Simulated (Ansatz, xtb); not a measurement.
Diatomic CdO+, multiplicity 2 (lowest of 2S+1 = 2, 4 at CCSD(T)/def2-TZVPP on PBE0 minima; our sources give no spin for the ground state, which may be another). No spin–orbit coupling. The T1 diagnostic near the minimum is 0.046, so single-reference values are doubtful.

Constants: fifth-degree fit in 1/R to seven points, most abundant isotopes. Runs in def2 and cc sets follow the lowest solution found near the PBE0 minimum.

Programs: Ansatz (Gaussian basis) for Hartree–Fock, density functionals and correlated methods; xtb for the GFN methods. Values without a source in brackets are computed. In def2 rows elements past Kr take small-core potentials, without spin–orbit coupling. The GFN methods have no spin term and hold the electronic entropy of 300 K.

```csv
level,r_e (Å),ω_e (cm⁻¹),α_e (cm⁻¹),B_e (cm⁻¹)
GFN2-xTB,1.913,423,0.0025,0.329
SVWN5/def2-TZVPP,1.953,565,0.0025,0.315
PBE/def2-TZVPP,2.003,519,0.0026,0.300
```

Ansatz is a quantum-chemistry and plane-wave program.
